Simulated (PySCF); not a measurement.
Task: Write a Z-matrix for InChI=1S/C5H8F5O/c1-11(2-4(6)7)3-5(8,9)10/h4H,2-3H2,1H3/q+1 as optimised with PBE0-D3(BJ)/def2-SVP. (Charge +1.)

Result: 
Z-matrix in Å and degrees, rows numbered from 1:
```
C 
O   1  1.4726
C   2  1.4648  1  118.74
C   3  1.5136  2  107.97  1   -96.47
F   4  1.3438  3  108.88  2    58.36
F   4  1.3465  3  108.59  2   -59.32
C   2  1.4516  1  120.89  3   170.51
C   7  1.5215  2  109.91  1   -80.14
F   8  1.3325  7  110.03  2   -59.79
F   8  1.3140  7  108.93  2   179.82
F   8  1.3297  7  110.21  2    59.28
H   1  1.0965  2  108.37  3   -74.89
H   1  1.0945  2  106.03  3    47.02
H   1  1.0944  2  106.39  3   165.21
H   3  1.0974  2  106.72  1    24.39
H   3  1.0967  2  107.28  1   141.60
H   4  1.1040  3  111.37  2   179.70
H   7  1.0971  2  107.23  1    40.92
H   7  1.0962  2  107.01  1   158.31
```

The 3 C–O bonds span 1.452 Å (O2–C7, drawn single) to 1.473 Å (C1–O2, drawn single), a spread of 0.021 Å. O2 (oxonium oxygen) is planar (angles 120.9°, 119.7° and 118.7°, sum 359.3°, 0.07 Å off the plane of its three neighbours). The C–F distances run from 1.314 Å (C8–F10, drawn single) to 1.347 Å (C4–F6, drawn single), a spread of 0.033 Å. Of the pairs four or more bonds apart, F6···H19 is among the closest relative to their van der Waals radii: 2.41 Å, 90 % of the sum of Bondi's values.

Method: PBE0-D3(BJ)/def2-SVP geometry optimisation, gas phase in PySCF 2.14.0.

Point group: C1 (no symmetry element, even within 0.4 Å). PBE0-D3(BJ)/def2-SVP frequencies: not computed here. Torsions: C1–O2–C3–C4 -96°, O2–C3–C4–F5 58°, C1–O2–C7–C8 -80°.

The run took 3.0 min wall, 7.7 min CPU on 2 threads of an Intel Xeon Platinum 8488C, no GPU, shared host with 192 logical CPUs at a one-minute load of 17, and the process peaked at 0.94 GiB of memory. That covers the optimisation of the geometry.

One conformer stands for the species.
